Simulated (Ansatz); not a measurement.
`OC[SiH](O)[SiH3]`, relaxed with RKS PBE-D4/def2-SVP in Ansatz 0.2.0 from a rough embedded geometry. The force threshold is 0.03 eV/Å; the program also tests the step.

The species carries charge 0 and has multiplicity 1.

Start:

```xyz
13

O    -2.253    1.354   -0.437
C    -1.459    0.386    0.135
Si    0.367    0.576   -0.123
O     0.860    0.651   -1.760
Si    1.421   -1.239    0.933
H    -1.973    1.549   -1.389
H    -1.743   -0.580   -0.262
H    -1.645    0.398    1.182
H     0.867    1.899    0.513
H     0.698   -0.150   -2.244
H     0.974   -2.453    0.271
H     1.036   -1.268    2.369
H     2.848   -1.122    0.814
```

**Question.** How much energy does the relaxation release, and in how many steps? (Estimate.)

**Answer.** Ansatz gave: 0.40 eV, in 10 steps, 1 of them rejected.

**Question.** Which bonds change most? (An estimate is asked.)

**Answer.** The calculation gave: Si5–H13 from 1.438 to 1.506 Å; Si5–H11 from 1.453 to 1.510 Å; C2–Si3 from 1.854 to 1.910 Å; Si3–H9 from 1.550 to 1.502 Å.

**Question.** Give the relaxed structure. (An estimate is asked.)

**Answer.** The calculation gave: 
```xyz
13

O    -2.134    1.389   -0.743
C    -1.581    0.453    0.175
Si    0.318    0.579    0.023
O     0.557    0.726   -1.663
Si    1.505   -1.267    0.890
H    -1.592    1.317   -1.557
H    -1.932   -0.596   -0.011
H    -1.926    0.717    1.198
H     0.800    1.878    0.602
H     0.695   -0.116   -2.130
H     1.095   -2.511    0.140
H     1.201   -1.475    2.352
H     2.992   -1.093    0.725
```
